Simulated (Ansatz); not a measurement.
```yaml
crystal:
  periodic: [false, false, false]
  atoms:
    - {symbol: N, position_ang: [-1.293766, 1.450847, 0.184336]}
    - {symbol: Si, position_ang: [-0.373769, 0.306611, -0.977301]}
    - {symbol: Si, position_ang: [0.818169, -1.278002, 0.773601]}
    - {symbol: Cl, position_ang: [-1.655088, -0.773633, -1.478571]}
    - {symbol: Cl, position_ang: [0.914040, 1.571789, -1.973685]}
    - {symbol: H, position_ang: [-0.952719, 2.047664, 1.055962]}
    - {symbol: H, position_ang: [-1.977202, 1.607962, -0.206341]}
    - {symbol: H, position_ang: [-0.004204, -2.142115, 1.598202]}
    - {symbol: H, position_ang: [1.914352, -0.342701, 1.700502]}
    - {symbol: H, position_ang: [2.106848, -1.967120, -0.079517]}
basis:
  gaussian: {orbitals: "6-31G*"}
total_charge: 4
hamiltonian: {xc: {name: r2SCAN50}, pseudopotentials: {relativity: none}}
```

```sh
$ ansatz run in.yaml --threads 4 --pin off --events-out ev --progress --plain --max-ram 10444MiB
```

Shortened log:

```
Functional definition: r2SCAN50
954 factors; integrals over basis functions are off by at most 8.7e-4 eV
mean field evaluation 1: about -42231.5355 eV, gradient 1.1e2 eV
mean field evaluation 2: about -41665.3880 eV, gradient 3.0e2 eV
mean field evaluation 4: about -42216.4705 eV, gradient 1.1e2 eV
mean field evaluation 8: about -42289.9089 eV, gradient 1.0e1 eV
mean field evaluation 16: about -42290.3318 eV, gradient 2.2e-1 eV
mean field evaluation 32: about -42290.3333 eV, gradient 8.5e-5 eV
mean field -42290.33326196 eV, -1554.1410819595 hartree, gradient 2.7e-5 eV, S^2 0.000000; 2 other end points of the search recorded, 0 dependent functions left out
reference -42290.33326832 eV, -1554.1410821933 hartree; 35, 35 occupied and 66, 66 virtual orbitals, 954 factors
Total energy: -42290.33326832 eV, -1554.1410821933 hartree
```

Q: Something in this input is off. What?

A: The charge is far from anything that the molecule holds. Self-consistency was reached. The result belongs to that input, not to the molecule as meant.
